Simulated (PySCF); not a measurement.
# Magnetic susceptibility: `C=P(C)(C)CSC`, C5H13PS

Geometry:
| atom | x (Å) | y (Å) | z (Å) |
| --- | --- | --- | --- |
| C1 | -2.014 | -1.667 | 0.838 |
| P2 | -1.047 | -0.503 | 0.067 |
| C3 | -1.687 | 1.161 | 0.425 |
| C4 | -1.170 | -0.698 | -1.736 |
| C5 | 0.812 | -0.202 | 0.253 |
| S6 | 1.545 | 1.152 | -0.738 |
| C7 | 3.266 | 0.989 | -0.190 |
| H8 | -1.719 | -2.679 | 0.573 |
| H9 | -2.040 | -1.524 | 1.915 |
| H10 | -1.159 | 1.906 | -0.168 |
| H11 | -1.556 | 1.375 | 1.485 |
| H12 | -2.750 | 1.161 | 0.191 |
| H13 | -2.228 | -0.717 | -1.992 |
| H14 | -0.663 | 0.121 | -2.242 |
| H15 | -0.718 | -1.646 | -2.026 |
| H16 | 1.005 | 0.008 | 1.310 |
| H17 | 1.321 | -1.133 | -0.016 |
| H18 | 3.639 | 0.002 | -0.450 |
| H19 | 3.834 | 1.753 | -0.712 |
| H20 | 3.323 | 1.151 | 0.884 |

The calculation used GIAO KT3/pcSseg-1 magnetisability, rotational g tensor and spin-rotation constants, non-relativistic, gas phase in PySCF. Geometry: GFN2-xTB.

What are the magnetisability and the molar susceptibility?

Isotropic -1641 × 10⁻³⁰ J/T², or -98.8 × 10⁻⁶ cm³/mol; principal values -1711, -1645, -1567 × 10⁻³⁰ J/T², anisotropy 125 × 10⁻³⁰ J/T² (root of half the summed squared differences of the principal values). The susceptibility is in cgs units.

Split it along the inertial axes a, b, c into diamagnetic and paramagnetic parts about the centre of mass, with the quadrupole moment.


```csv
axis,χ (10⁻⁶ cm³/mol),diamagnetic (10⁻⁶ cm³/mol),paramagnetic (10⁻⁶ cm³/mol),summed x² of all electrons (Å²),quadrupole Θ (D Å)
a,-103.0,-525.8,422.8,288.5,-8.14
b,-99.1,-1484.1,1385.1,62.6,+2.76
c,-94.4,-1489.5,1395.1,61.3,+5.38
```
Anisotropies 2χaa − χbb − χcc = -12.6 and 2χbb − χaa − χcc = -0.8 × 10⁻⁶ cm³/mol. Θ is traceless in Buckingham's convention.

And the rotational g tensor?


| axis | rotational constant (GHz) | g | nuclear part | electronic part |
| --- | --- | --- | --- | --- |
| a | 3.3191 | -0.0024 | 0.6569 | -0.6593 |
| b | 0.9057 | -0.0051 | 0.5842 | -0.5893 |
| c | 0.9006 | -0.0077 | 0.5826 | -0.5903 |

Asymmetric top; isotopes 12C, 1H, 31P, 32S; no vibrational averaging.
